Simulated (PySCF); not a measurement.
Computed properties of (E)-1,2-dichloro-1,2-difluoroethene (C2Cl2F2), SMILES F/C(Cl)=C(/F)Cl

C2Cl2F2, SMILES F/C(=C(\Cl)F)Cl. Geometry: B3LYP-D3(BJ)/def2-SVP. One conformer was computed; it need not be the lowest. All values are computed for the isolated molecule unless a solvent is named; none is compared with measurement here.

**Structure.** The optimised structure has C2h symmetry. All 12 harmonic modes at B3LYP-D3(BJ)/def2-SVP (PySCF) are real, so it is a minimum. With heavy atoms numbered as in [F:1]/[C:2]([Cl:3])=[C:4](/[F:5])[Cl:6], the shortest bond between them is F1–C2 at 1.324 Å and the longest C4–Cl6 at 1.717 Å.

**Vibrations.** The strongest infrared lines (harmonic, unscaled, degenerate partners summed) lie at 1260 cm⁻¹ (325 km/mol, C 64 %, F 36 %), 881 cm⁻¹ (192 km/mol, C 78 %, Cl 19 %), 177 cm⁻¹ (2 km/mol, F 46 %, Cl 42 %, C 12 %). The softest mode is at 133 cm⁻¹ and the zero-point energy is 11.7 kcal/mol.

**Electronic structure.** HF/def2-TZVP (PySCF) places the frontier levels at -10.26 and 3.69 eV, a gap of 13.95 eV, and gives a dipole moment of 0.00 D and a mean polarisability of 47.7 bohr³. PBE/def2-TZVP (PySCF) at the same geometry gives -6.10 and -1.39 eV, so its gap is 9.24 eV narrower. An orbital gap is neither the optical nor the fundamental gap.

**Excitations.** TDDFT-CAM-B3LYP/def2-SVPD (PySCF) has S1 at 5.64 eV (220 nm, f = 0.000, dark); the most intense of the 10 singlets computed lies at 6.83 eV (f = 0.48). T1 (TDA) is at 3.95 eV. TDDFT-PBE/def2-SVPD (PySCF) puts S1 at 4.94 eV. No vertical singlet excitation falls in the visible range (under 3.1 eV).

**NMR.** GIAO shifts at PBE0/pcSseg-1 (PySCF) (non-relativistic, atoms alike by connectivity averaged): ¹³C at 150.4 ppm against TMS; ¹⁹F at -127.0 ppm against CFCl3. Without spin–orbit terms, shifts of atoms bonded to Cl or Br come out too high.

**Solvation.** SMD-B3LYP/def2-SVP (PySCF) gives 3.0 kcal/mol in water, -1.4 kcal/mol in chloroform, -0.6 kcal/mol in 1-octanol (1 M in both phases, gas-phase geometry); of these solvents chloroform holds the molecule best.
